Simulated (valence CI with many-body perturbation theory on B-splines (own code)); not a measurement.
**E1 transitions of Sm XXXII**

Computed by valence CI with perturbative core correlation (CI+MBPT): three valence electrons over a frozen Dirac-Fock core [Ar] 3d10, radial functions for each j: 11 s, 11 p, 10 d, 8 f, 5 g, 2 h, with the one-electron correlation potential Σ1 (screened to all orders), the two-electron term Σ2, the three-electron term Σ3, Breit, model QED; selected single and double excitations, second order for the rest, scaled by the run's own slope (own B-spline code, finite nucleus).

The last digits are not significant, and no measured levels were compared; by estimate large intervals hold to a few tenths of a per cent, small ones and those within an open d or f shell to about a per cent.

Lines 151 to 200 of 544 in falling wavelength, among levels below 4050.5 × 10³ cm⁻¹, chosen from the strongest by gf and those to the six lowest levels. Wavelengths and rates use the calculated energies. Electric multipoles are in the length gauge, E1 and E2 with the static RPA response of the core. Weak lines are less certain than strong ones. Lines between different terms over intervals too small for the method are left out, as are lines whose strength nearly cancels. Where a level lies close to another of its J and parity, the split of strength between their lines is uncertain. The highest levels of a list are the least certain.

Levels are named by their leading jj configuration (3d3/2^4 stands for four electrons in 3d with j = 3/2), which in mixed levels can hold well under half, so a name can repeat and another be missing. Letters in brackets count levels of one name in rising energy.

```tsv
λ vac (Å)	Upper	Lower	A (s⁻¹)	S (a.u.) with core polarisation	S without
106.2	(4s 4p3/2 4f7/2) J=7/2 [b]	(4s^2 4f7/2) J=7/2	8.36e+10	3.96e-01	4.24e-01
105.7	(4s 4p3/2 4f7/2) J=7/2 [b]	(4s^2 4f5/2) J=5/2	2.35e+11	1.10e+00	1.17e+00
105.6	(4s 4d3/2 4d5/2) J=7/2 [b]	(4s 4p3/2 4d3/2) J=5/2 [b]	1.20e+11	5.57e-01	5.98e-01
105.6	(4p3/2 4d3/2^2) J=7/2	(4p3/2^2 4d3/2) J=5/2	2.87e+10	1.33e-01	1.43e-01
105.3	(4s 4p3/2 4d3/2) J=3/2 [a]	(4s 4p3/2^2) J=5/2	8.22e+10	1.90e-01	2.03e-01
104.9	(4p3/2 4d3/2 4d5/2) J=5/2 [b]	(4p3/2^2 4d3/2) J=7/2	3.29e+10	1.13e-01	1.20e-01
104.6	(4s 4p3/2 4f7/2) J=9/2 [a]	(4s 4p3/2 4d5/2) J=7/2 [b]	3.24e+10	1.83e-01	1.95e-01
104.6	(4p3/2^2 4f5/2) J=9/2	(4p3/2^2 4d3/2) J=7/2	2.98e+10	1.68e-01	1.80e-01
104.0	(4p3/2^2 4f5/2) J=9/2	(4p3/2^2 4d5/2) J=9/2	3.21e+10	1.78e-01	1.91e-01
103.9	(4p3/2 4d3/2 4d5/2) J=7/2 [b]	(4p3/2^2 4d3/2) J=7/2	3.30e+10	1.46e-01	1.57e-01
103.7	(4p3/2^2 4f5/2) J=7/2	(4p3/2^2 4d5/2) J=5/2 [b]	5.96e+10	2.62e-01	2.80e-01
103.6	(4p1/2 4p3/2 4d5/2) J=5/2 [a]	(4p1/2 4p3/2^2) J=5/2	7.22e+10	2.38e-01	2.55e-01
103.6	(4s 4d3/2 4d5/2) J=3/2 [c]	(4s 4p3/2 4d3/2) J=5/2 [b]	6.85e+10	1.50e-01	1.61e-01
103.4	(4p1/2 4d5/2^2) J=5/2	(4p1/2 4p3/2 4d5/2) J=7/2 [b]	5.31e+10	1.74e-01	1.86e-01
103.4	(4p3/2 4d3/2 4d5/2) J=7/2 [b]	(4p3/2^2 4d5/2) J=9/2	4.01e+10	1.75e-01	1.87e-01
103.1	(4p1/2 4p3/2^2) J=5/2	(4s 4p1/2 4p3/2) J=3/2 [a]	1.81e+10	5.89e-02	6.28e-02
103.1	(4s 4p3/2 4d3/2) J=1/2 [b]	(4s 4p3/2^2) J=3/2	1.46e+11	1.57e-01	1.69e-01
103.0	(4p1/2 4p3/2 4d5/2) J=3/2 [a]	(4p1/2 4p3/2^2) J=3/2	5.93e+10	1.28e-01	1.37e-01
103.0	(4p3/2 4d3/2 4d5/2) J=5/2 [b]	(4p3/2^2 4d3/2) J=3/2 [a]	3.71e+10	1.20e-01	1.28e-01
102.8	(4p3/2 4d3/2 4d5/2) J=5/2 [d]	(4p3/2^2 4d3/2) J=3/2 [b]	4.11e+10	1.32e-01	1.41e-01
102.7	(4p1/2 4d3/2 4d5/2) J=7/2 [a]	(4p1/2 4p3/2 4d3/2) J=5/2 [a]	4.84e+10	2.07e-01	2.22e-01
102.6	(4p1/2^2 4d5/2) J=5/2	(4p1/2^2 4p3/2) J=3/2	7.34e+10	2.35e-01	2.50e-01
102.5	(4p1/2 4d3/2 4d5/2) J=9/2	(4p1/2 4p3/2 4d3/2) J=7/2	4.58e+10	2.44e-01	2.61e-01
102.5	(4s 4p3/2 4d3/2) J=3/2 [c]	(4s^2 4d3/2) J=3/2	3.01e+11	6.39e-01	6.84e-01
102.5	(4s 4p3/2 4f7/2) J=3/2	(4s 4p3/2 4d3/2) J=3/2 [c]	7.18e+10	1.53e-01	1.63e-01
102.3	(4s 4p1/2 4d3/2) J=3/2 [b]	(4s 4p1/2 4p3/2) J=5/2	6.12e+09	1.29e-02	1.38e-02
102.1	(4p1/2 4d5/2^2) J=9/2	(4p1/2 4p3/2 4d5/2) J=9/2	4.96e+10	2.61e-01	2.78e-01
101.9	(4p1/2 4d5/2^2) J=5/2	(4p1/2 4p3/2 4d5/2) J=5/2 [a]	6.70e+10	2.10e-01	2.24e-01
101.8	(4p1/2 4d3/2 4d5/2) J=3/2 [a]	(4p1/2 4p3/2 4d3/2) J=3/2 [a]	4.99e+10	1.04e-01	1.11e-01
101.7	(4p3/2 4d3/2 4d5/2) J=3/2 [c]	(4p3/2^2 4d3/2) J=3/2 [b]	9.64e+10	2.00e-01	2.13e-01
101.6	(4s 4p1/2 4d5/2) J=5/2 [a]	(4s 4p1/2 4p3/2) J=5/2	5.79e+10	1.80e-01	1.92e-01
101.6	(4p1/2 4d3/2 4d5/2) J=7/2 [b]	(4p1/2 4p3/2 4d3/2) J=5/2 [b]	3.64e+10	1.51e-01	1.62e-01
101.4	(4p3/2 4d3/2 4d5/2) J=7/2 [c]	(4p3/2^2 4d3/2) J=7/2	4.10e+10	1.69e-01	1.80e-01
101.3	(4s^2 4d3/2) J=3/2	(4s^2 4p3/2) J=3/2	2.24e+11	4.59e-01	4.92e-01
101.1	(4p1/2 4p3/2 4f7/2) J=9/2 [a]	(4p1/2 4p3/2 4d5/2) J=7/2 [b]	3.28e+10	1.67e-01	1.77e-01
101.1	(4p1/2 4d5/2^2) J=3/2	(4p1/2 4p3/2 4d3/2) J=3/2 [b]	5.77e+10	1.18e-01	1.26e-01
101.1	(4s 4d3/2 4d5/2) J=7/2 [a]	(4s 4p3/2 4d3/2) J=5/2 [a]	5.72e+10	2.33e-01	2.50e-01
101.0	(4p1/2 4d5/2^2) J=1/2	(4p1/2 4p3/2 4d5/2) J=3/2 [b]	2.31e+11	2.35e-01	2.50e-01
101.0	(4s 4p1/2 4d5/2) J=7/2	(4s 4p1/2 4p3/2) J=5/2	8.81e+10	3.58e-01	3.82e-01
100.9	(4p1/2 4d3/2 4d5/2) J=5/2 [a]	(4p1/2 4p3/2 4d3/2) J=5/2 [a]	7.66e+10	2.33e-01	2.49e-01
100.9	(4s 4p3/2 4f7/2) J=7/2 [a]	(4s 4p3/2 4d5/2) J=7/2 [b]	4.51e+10	1.83e-01	1.95e-01
100.8	(4p1/2 4d3/2 4d5/2) J=3/2 [b]	(4p1/2 4p3/2 4d5/2) J=3/2 [a]	8.61e+10	1.74e-01	1.85e-01
100.7	(4p1/2 4p3/2 4d5/2) J=3/2 [b]	(4p1/2 4p3/2^2) J=1/2	7.33e+10	1.48e-01	1.58e-01
100.7	(4s 4p1/2 4d5/2) J=5/2 [b]	(4s 4p1/2 4p3/2) J=3/2 [b]	1.86e+11	5.62e-01	6.01e-01
100.7	(4p3/2 4d3/2^2) J=3/2 [b]	(4p3/2^2 4d3/2) J=5/2	7.03e+10	1.42e-01	1.51e-01
100.4	(4p1/2 4p3/2 4f7/2) J=7/2 [b]	(4p1/2 4p3/2 4d5/2) J=5/2 [b]	6.84e+10	2.74e-01	2.91e-01
100.4	(4s 4d5/2^2) J=3/2	(4s 4p3/2 4d3/2) J=3/2 [c]	6.17e+10	1.23e-01	1.32e-01
100.4	(4p1/2 4d5/2^2) J=7/2	(4p1/2 4p3/2 4d5/2) J=7/2 [a]	4.12e+10	1.65e-01	1.76e-01
100.4	(4s 4d3/2 4d5/2) J=5/2 [c]	(4s 4p3/2 4d3/2) J=5/2 [b]	6.83e+10	2.04e-01	2.18e-01
100.3	(4s 4p1/2 4d5/2) J=3/2	(4s 4p1/2 4p3/2) J=1/2	2.21e+11	4.41e-01	4.72e-01
```
